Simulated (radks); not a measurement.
The numbers below are computed, except where a source is named.
Question: These are the eigenvalues of the occupied orbitals of an atom or ion with whole-number occupations (eV). Level of theory: non-relativistic Kohn-Sham, TPSS, spin-polarised, spherical densities, point nucleus; meta-GGA in the generalised Kohn-Sham scheme (a radial shooting solver on a logarithmic mesh with Libxc functionals).

| orbital | eigenvalue |
|---|---|
| 1s down | -53521.82 |
| 1s up | -53521.82 |
| 2s up | -8675.566 |
| 2s down | -8675.534 |
| 2p up | -8279.640 |
| 2p down | -8279.617 |
| 3s up | -1977.410 |
| 3s down | -1975.377 |
| 3p up | -1798.329 |
| 3p down | -1796.427 |
| 3d up | -1465.800 |
| 3d down | -1464.336 |
| 4s up | -426.9594 |
| 4s down | -423.0591 |
| 4p up | -354.8624 |
| 4p down | -350.9258 |
| 4d up | -225.5164 |
| 4d down | -221.5284 |
| 5s up | -91.1322 |
| 5s down | -89.7314 |
| 5p up | -70.4476 |
| 5p down | -69.3326 |
| 4f up | -63.2656 |
| 4f down | -59.4740 |

Which element is it, and in what charge state? The configuration may be excited. Open shells, if any, are filled with parallel spins first.

Answer: Z = 68, erbium, charge +4: Er4+ in [Xe] 4f10. The list shows which subshells hold electrons but not how many an open one holds; the 1s level, -1966.9 hartree, gives Z - s = 62.7 by -(Z - s)^2/2, which with screening narrows Z to a few neighbours, and the depths of the outer levels then fix element, charge and occupations together.
